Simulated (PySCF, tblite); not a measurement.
C3H10O2Si2.
SMILES: `O=C(CC[SiH3])O[SiH3]`

Jobs on this species (17 atoms, 72 electrons) with PySCF (density fitting) and tblite. Hardware of each: Arm Neoverse V2, one thread, on a shared host. The host was shared with other jobs, so the times are rough.

**Question.** Rank these jobs by wall time, shortest first.
A. CAM-B3LYP/def2-SVPD; 10 singlets by full TDDFT, 4 Tamm–Dancoff triplets, polarisability, ΔSCF ions; 234 basis functions
B. GFN2-xTB; L-BFGS relaxation
C. PBE0-D3(BJ)/def2-SVP, grid level 1; geometry optimisation from a GFN2-xTB start shaken at random; 156 basis functions
D. CAM-B3LYP/pcSseg-1; shieldings; 183 basis functions

**Answer.** B (0.98 s), D (28 s), C (1.9 min), A (4.6 min).

All jobs:

| level and settings | work | basis functions | SCF cycles | wall time |
| --- | --- | --- | --- | --- |
| GFN2-xTB | L-BFGS relaxation | – | – | 0.98 s |
| PBE0/pcSseg-1 | shieldings, charges and field gradients | 183 | 14 | 21 s |
| CAM-B3LYP/pcSseg-1 | shieldings | 183 | 14 | 28 s |
| PBE0-D3(BJ)/def2-SVP, grid level 1 | geometry optimisation from a GFN2-xTB start shaken at random | 156 | 80 | 1.9 min |
| CAM-B3LYP/def2-SVPD | 10 singlets by full TDDFT, 4 Tamm–Dancoff triplets, polarisability, ΔSCF ions | 234 | 13 | 4.6 min |

**Question.** What do all jobs in the table cost together?

**Answer.** About 7.3 min; the longest takes about 63 % of that, and about 280 times as long as the shortest.
